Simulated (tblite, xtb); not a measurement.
cobalt atom (Co), quartet (GFN-xTB shapes and energies of metal compounds can be far from the true ones). Base run: GFN1-xTB (xtb 6.7.1).

Input for xtb:
```
$ xtb mol.xyz --gfn 1 --uhf 3 --json

# file mol.xyz
1

Co     0.00000000     0.00000000     0.00000000
```

Programs used: tblite, xtb; a row that names a program was run with it.

Each row names what was changed in the base input (with any setting that the change needs).

| change | ΔE vs base (kJ/mol) | G_solv (kcal/mol) | SCF cycles |
|---|---|---|---|
| base | 0.00 | - | 24 |
| etemp = 3000 | -93.4 | - | 22 |
| program = tblite; method = gfn1; option = (--efield, 0,0,0.1) | -0.78 | - | - |
| program = tblite; method = gfn1; option = (--guess, eeq) | 0.00 | - | - |
| program = tblite; method = gfn1; option = (--etemp, 2000) | -54.0 | - | - |
| gbsa = toluene | -12.13 | -2.90 | 24 |
| acc = 0.0001 | 0.00 | - | 62 |
| acc = 30 | 0.00 | - | 17 |
| alpb = water | -556.0 | -132.88 | 24 |
| acc = 1000 | 0.00 | - | 12 |
| program = tblite; method = gfn1 | 0.00 | - | - |

ALPB and GBSA are two models with their own fitted parameters for each solvent, which aren't always the measured dielectric constant.
